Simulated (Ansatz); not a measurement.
C5H8F2, SMILES `F[C@H]1CCC[C@@H]1F`. The species carries charge 0 and has multiplicity 1. Geometry: relaxed with PBE0-D4/def2-TZVP.

```xyz
15

F    -1.920    0.663   -0.562
C    -0.575    1.009   -0.492
C    -0.080    0.880    0.933
C     0.241   -0.616    1.125
C     0.218   -1.234   -0.288
C     0.203   -0.059   -1.243
F     1.495    0.424   -1.424
H    -0.462    2.005   -0.926
H    -0.822    1.264    1.635
H     0.821    1.488    1.040
H     1.214   -0.743    1.600
H    -0.493   -1.101    1.769
H    -0.693   -1.814   -0.443
H     1.066   -1.888   -0.495
H    -0.213   -0.278   -2.229
```

Task: What is the dipole moment at PBE/def2-TZVPP? (Best estimate.)

Result: Ansatz gave: 0.85 D, with components (0.16, -0.40, 0.73) D in this frame, pointing from negative to positive charge.

Task: And with r2SCAN, B3LYP, ωB97M-V? (Best estimate.)

Result: Computed: r2SCAN 0.88 D, B3LYP 0.88 D, ωB97M-V 0.87 D.

Task: Give the Mulliken charges with PBE, ωB97M-V, r2SCAN in def2-TZVPP. (An estimate is asked.)

Result: The calculation gave: 
```json
{"atom": "F1", "PBE": "-0.21", "ωB97M-V": "-0.23", "r2SCAN": "-0.25"}
{"atom": "C2", "PBE": "0.12", "ωB97M-V": "0.12", "r2SCAN": "0.20"}
{"atom": "C3", "PBE": "-0.11", "ωB97M-V": "-0.21", "r2SCAN": "-0.06"}
{"atom": "C4", "PBE": "-0.16", "ωB97M-V": "-0.18", "r2SCAN": "-0.08"}
{"atom": "C5", "PBE": "-0.11", "ωB97M-V": "-0.21", "r2SCAN": "-0.06"}
{"atom": "C6", "PBE": "0.12", "ωB97M-V": "0.12", "r2SCAN": "0.20"}
{"atom": "F7", "PBE": "-0.21", "ωB97M-V": "-0.23", "r2SCAN": "-0.25"}
{"atom": "H8", "PBE": "0.05", "ωB97M-V": "0.10", "r2SCAN": "0.03"}
{"atom": "H9", "PBE": "0.07", "ωB97M-V": "0.10", "r2SCAN": "0.04"}
{"atom": "H10", "PBE": "0.08", "ωB97M-V": "0.12", "r2SCAN": "0.05"}
{"atom": "H11", "PBE": "0.08", "ωB97M-V": "0.10", "r2SCAN": "0.04"}
{"atom": "H12", "PBE": "0.08", "ωB97M-V": "0.10", "r2SCAN": "0.04"}
{"atom": "H13", "PBE": "0.08", "ωB97M-V": "0.12", "r2SCAN": "0.05"}
{"atom": "H14", "PBE": "0.07", "ωB97M-V": "0.10", "r2SCAN": "0.04"}
{"atom": "H15", "PBE": "0.05", "ωB97M-V": "0.10", "r2SCAN": "0.03"}
```

B3LYP here is the variant with VWN-RPA as its local correlation; programs differ in this.
